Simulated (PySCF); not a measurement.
(methylsilylamino)silylmethane (C₂H₁₁NSi₂), SMILES C[SiH2]N[SiH2]C. The structure is a stationary point at PBE0-D3(BJ)/def2-SVP. The values are those of a single conformer.

Computed equilibrium geometry at PBE0-D3(BJ)/def2-SVP (PySCF confirms it by a frequency run) as Cartesian coordinates in Å, and its point group (one conformer of several):
point group Cs.
```xyz
16

Si     0.1447     0.5018     1.5745
C     -0.0156    -1.1996     2.3525
N     -0.5947     0.6177     0.0000
Si     0.1447     0.5018    -1.5745
C     -0.0156    -1.1996    -2.3525
H      1.5913     0.8346     1.3992
H     -0.4897     1.5031     2.4912
H      0.4602    -1.2226     3.3461
H     -1.0734    -1.4802     2.4778
H      0.4661    -1.9641     1.7231
H     -1.6101     0.6778     0.0000
H     -0.4897     1.5031    -2.4912
H      1.5913     0.8346    -1.3992
H      0.4602    -1.2226    -3.3461
H      0.4661    -1.9641    -1.7231
H     -1.0734    -1.4802    -2.4778
```
Charge 0, spin multiplicity 1.
